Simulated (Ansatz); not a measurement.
A nudged elastic band was laid between two geometries of F3Ge2H3 + FH (10 atoms, charge 0, multiplicity 1).

Theory: RKS PBE/def2-SVP in Ansatz 0.2.0.

* movable images: 7
* climbing image: yes
* spring: 5.0 eV/Å²
* optimiser: quadratic models (default)
* start path: through a guess of the saddle point
* force threshold: 0.05 eV/Å
* iteration limit: 60
* end points: relaxed

Initial state:

```xyz
10
Properties=species:S:1:pos:R:3
Ge 0.179 -0.007 0.303
Ge 0.208 0.024 2.739
H -0.616 -1.195 3.196
H 1.691 -0.117 3.163
H -0.396 1.367 3.184
F 1.529 -0.816 -0.450
F 0.063 1.515 -0.536
F -1.207 -0.945 -0.341
F -2.457 0.407 1.349
H -2.337 -0.234 0.652
```

Final state:

```xyz
10
Properties=species:S:1:pos:R:3
Ge -0.452 0.310 -0.636
Ge -0.214 -0.313 3.299
H -0.793 -1.240 4.393
H 0.935 -1.035 2.557
H 0.309 0.997 3.935
F 0.603 1.257 0.345
F -0.085 0.609 -2.290
F -0.217 -1.362 -0.301
F -2.088 0.747 -0.334
H -1.343 0.031 2.293
```

(1) What changes between the two ends?

(2) Give the energies along the band, and the barrier.

(3) What is the geometry of the highest image?

Results:

(1) Bonds broken: Ge1–Ge2, F9–H10. Bonds formed: Ge1–F9, Ge2–H10. F3Ge2H3 + FH becomes F4Ge + GeH4.

(2) The run converged. The highest image is number 4 of 0 to 8, 1.85 eV above the first end and 1.53 eV above the last; the last end lies 0.33 eV above the first. Neighbouring images differ by up to 1.4 eV, so the band resolves the path poorly. A vibrational analysis at the climbing image gives one clearly imaginary mode, 918i cm⁻¹: a first-order saddle point. The orbitals stay closed-shell, which can raise the energy where a bond breaks towards radicals; this wasn't checked here.

| image | path coordinate (Å) | energy (eV) | Ge1–Ge2 (Å) | F9–H10 (Å) | Ge1–F9 (Å) |
| --- | --- | --- | --- | --- | --- |
| 0 | 0.00 | 0.00 | 2.44 | 0.96 | 2.87 |
| 1 | 1.31 | 0.06 | 2.44 | 0.95 | 2.82 |
| 2 | 2.62 | 0.20 | 2.43 | 0.94 | 2.78 |
| 3 | 3.93 | 0.50 | 2.44 | 0.94 | 2.53 |
| 4 | 5.24 | 1.85 | 2.77 | 1.29 | 1.95 |
| 5 | 6.38 | 0.75 | 3.46 | 2.00 | 1.74 |
| 6 | 7.51 | 0.37 | 4.08 | 2.41 | 1.72 |
| 7 | 8.65 | 0.34 | 4.20 | 2.77 | 1.72 |
| 8 | 9.79 | 0.33 | 3.99 | 2.82 | 1.72 |

(3) 
```xyz
10
Properties=species:S:1:pos:R:3
Ge -0.384 0.005 0.052
Ge -0.026 0.017 2.798
H -1.114 -0.138 3.899
H 0.943 -1.179 2.829
H 0.671 1.385 2.914
F 1.358 0.205 0.281
F -0.701 1.385 -0.947
F -0.435 -1.509 -0.788
F -2.244 -0.107 0.618
H -1.413 -0.062 1.603
```

The run took 3.7 min on 4 threads of Arm Neoverse V2, with other jobs on the host, peak memory 0.19 GiB.
